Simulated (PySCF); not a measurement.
Circular dichroism: `CC[C@H](Cl)[Si@H](Cl)Br`, C₃H₇BrCl₂Si

Molfile (atoms numbered from 1):
```
C3H7BrCl2Si
     RDKit          3D

 14 13  0  0  0  0  0  0  0  0999 V2000
   -1.6827   -0.8221    0.9206 C   0  0  0  0  0  0  0  0  0  0  0  0
   -0.6638   -0.4830   -0.1602 C   0  0  0  0  0  0  0  0  0  0  0  0
    0.4239    0.4610    0.3344 C   0  0  2  0  0  0  0  0  0  0  0  0
   -0.2857    2.0684    0.7493 Cl  0  0  0  0  0  0  0  0  0  0  0  0
    1.8114    0.8142   -0.9316 Si  0  0  2  0  0  4  0  0  0  0  0  0
    1.0372    1.3606   -2.6946 Cl  0  0  0  0  0  0  0  0  0  0  0  0
    2.9209   -1.0917   -1.1399 Br  0  0  0  0  0  0  0  0  0  0  0  0
   -2.4379   -1.4957    0.5241 H   0  0  0  0  0  0  0  0  0  0  0  0
   -1.1969   -1.3070    1.7648 H   0  0  0  0  0  0  0  0  0  0  0  0
   -2.1777    0.0784    1.2761 H   0  0  0  0  0  0  0  0  0  0  0  0
   -1.1734   -0.0329   -1.0151 H   0  0  0  0  0  0  0  0  0  0  0  0
   -0.1816   -1.4047   -0.5005 H   0  0  0  0  0  0  0  0  0  0  0  0
    0.8352    0.0809    1.2724 H   0  0  0  0  0  0  0  0  0  0  0  0
    2.7704    1.7732   -0.4220 H   0  0  0  0  0  0  0  0  0  0  0  0
  1  2  1  0
  2  3  1  0
  3  4  1  0
  3  5  1  0
  5  6  1  0
  5  7  1  0
  1  8  1  0
  1  9  1  0
  1 10  1  0
  2 11  1  0
  2 12  1  0
  3 13  1  1
  5 14  1  1
M  END
```

Theory: PySCF, TDDFT BHandHLYP/aug-cc-pVDZ circular dichroism and optical rotation, one conformer, gas phase. Geometry: GFN2-xTB.

The molecule is flexible and this is one conformer; a measurement averages over conformers. The calculation is non-relativistic, which matters for the atoms heavier than Zn.

Problem. What are the CIP labels of the stereocentres?

Solution. C3 S, Si5 R.

Problem. List the lowest 8 singlet excitations with oscillator and rotatory strengths.

Solution. Rotatory strengths R in 10⁻⁴⁰ esu² cm², velocity form and length form (origin at the centre of mass); f in length form.
```tsv
state	E (eV)	λ (nm)	f	R (velocity)	R (length)	main
1	6.96	178	0.056	-8.5	-8.4	HOMO→LUMO+1 0.45, HOMO→LUMO+5 0.10
2	7.33	169	0.016	+2.3	+2.0	HOMO→LUMO+2 0.14, HOMO−3→LUMO+1 0.09
3	7.43	167	0.011	+7.3	+7.2	HOMO−1→LUMO+1 0.37, HOMO−2→LUMO+1 0.09
4	7.50	165	0.019	+10.2	+10.1	HOMO−2→LUMO+1 0.12, HOMO−1→LUMO+1 0.11
5	7.70	161	0.005	-17.7	-17.6	HOMO→LUMO 0.58, HOMO→LUMO+1 0.09
6	7.75	160	0.008	-3.7	-3.2	HOMO→LUMO+2 0.39, HOMO−3→LUMO+1 0.13
7	8.05	154	0.013	-17.6	-18.8	HOMO→LUMO+1 0.10, HOMO−3→LUMO+1 0.10
8	8.15	152	0.016	-10.3	-10.4	HOMO−1→LUMO+2 0.43, HOMO−1→LUMO+4 0.09
```

Among the states computed, the strongest CD band (largest |R|) is state 5. The largest dissymmetry factor in size, g = 4R/(D+G), with D and G the electric and magnetic dipole strengths, is -0.044 for state 5 (velocity form, f = 0.005), among bands with |R| over 0.5. The mirror image has the same energies and oscillator strengths and all R with the opposite sign.
